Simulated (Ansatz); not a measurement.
Input for Ansatz (a first-principles code): SC-NEVPT2 on CASSCF(4,3)/cc-pVTZ on H2OSe (SMILES O[SeH]), a point of a bond scan (R = 4.000 Å).

Ansatz 0.2 input:
```yaml
crystal:
  periodic: [false, false, false]
  atoms:
    - {symbol: Se, position_ang: [-0.24233438, -0.06337558, 0.28131573]}
    - {symbol: H, position_ang: [-3.17405783, -0.93827143, -2.29589726]}
    - {symbol: O, position_ang: [1.06518061, 0.17874174, -0.96080393]}
    - {symbol: H, position_ang: [1.04608213, 1.11224671, -1.20509589]}
basis:
  gaussian:
    orbitals: cc-pVTZ
    pivot_positions_ang: [[-0.24233438, -0.06337558, 0.28131573], [-3.17405783, -0.93827143, -2.29589726], [1.06518061, 0.17874174, -0.96080393], [1.04608213, 1.11224671, -1.20509589]]
magnetization: {spin_polarized: false}
correlation: {method: sc_nevpt2, electrons: outside_noble_gas, active_space: {window: {electrons: 4, orbitals: 3}}}
output: {orbitals: {seedname: ./end}}
```

Program output:

```
WARN ansatz: RAYON_NUM_THREADS=1 ignored (pool sized by the plan → 1); use --threads N
Functional definition: HF
integrals: 0.04 GiB planned
691 factors; integrals over basis functions are off by at most 3.5e-4 eV
mean field: 0.21 GiB planned
mean field evaluation 1: about -67361.9355 eV, gradient 3.1e1 eV
mean field evaluation 2: about -67362.0392 eV, gradient 3.1e1 eV
mean field evaluation 4: about -67366.2647 eV, gradient 3.7e0 eV
mean field evaluation 8: about -67366.3629 eV, gradient 2.5e-1 eV
mean field evaluation 16: about -67364.9193 eV, gradient 6.9e0 eV
mean field evaluation 32: about -67359.0024 eV, gradient 3.5e1 eV
mean field -67366.36351054 eV, -2475.6681964513 hartree, gradient 7.3e-6 eV, S^2 0.000000; 5 other end points of the search recorded, 0 dependent functions left out; unrestricted orbitals would lower it
reference -67366.36351054 eV, -2475.6681964513 hartree; 22, 22 occupied and 79, 79 virtual orbitals, 691 factors
configuration interaction: 0.15 GiB planned
configuration interaction: 0.00 GiB planned
state -67370.56017466 eV, -2475.8224210129 hartree
state -67370.56017466 eV, -2475.8224210129 hartree; corrected -67380.86207785 eV, -2476.2010089722 hartree
WARN: 1 active orbitals are nearly empty or full. The corrections depend on them more than the energy does, and are more stable in an active space without them
Total energy: -67380.86207785 eV, -2476.2010089722 hartree
```

Self-consistency was reached.

Warnings raised: idle orbitals.

Cost: very roughly 7 core-seconds.
